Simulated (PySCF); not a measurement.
Spin states of HgCl⁺

Unrestricted PBE0; Hg cc-pVDZ-PP with ECP60, Cl cc-pV(D+d)Z; scalar-relativistic core potentials (PySCF 2.14). Outer shells of the fragments: Hg+ 5d10 6s1; Cl 3s2 3p5.

Followed along the bond (rough minima from three points):

| 2Ms+1 | unpaired | ⟨S²⟩ at the start | R at minimum (Å) | Te (eV) |
| --- | --- | --- | --- | --- |
| 1 | none | 0.00 | 2.26 | 0.00 |
| 3 | σ ↑, π ↑ | 2.00 | none in the scan | ≤ 1.19 |
| 1 | σ ↓, π ↑ | 1.00 | none in the scan | ≤ 1.29 |

Solutions found at the starting distance of 2.445 Å, counted from the lowest of them; the search is not exhaustive and high or unbound solutions are not listed, so other states can lie among these:

```csv
2Ms+1,unpaired,term,E (eV),⟨S²⟩,⟨Lz²⟩,μ (D)
1,none,¹Σ⁺,0.00,0.00,0.00,-2.51
3,"σ ↑, π ↑",³Π,1.15,2.00,1.01,2.28
1,"σ ↓, π ↑",mixed,1.27,1.00,1.01,2.20
3,σ ↑↑,³Σ⁺,2.44,2.00,0.00,0.38
3,π ↑↑,³Σ⁻,5.48,2.00,0.00,7.02
1,π ↑↓,mixed,5.87,1.01,2.01,6.75
3,π ↑↑,mixed,6.78,2.01,2.01,2.37
3,"σ ↑, δ ↑",³Δ,6.89,2.01,4.00,-1.65
3,π ↑↑,mixed,6.90,2.01,2.01,2.43
1,none,mixed,6.90,0.44,2.00,4.92
```

A term symbol is given only where ⟨S²⟩ and ⟨Lz²⟩ are close to those of a pure state; real π, δ and φ orbitals otherwise mix terms. A positive dipole points towards Cl; it is taken about the centre of mass and depends on that origin.

Spin–orbit coupling is left out. Counting both spins, an empty level lies below a filled one in some of these solutions, because spin and occupation are held.
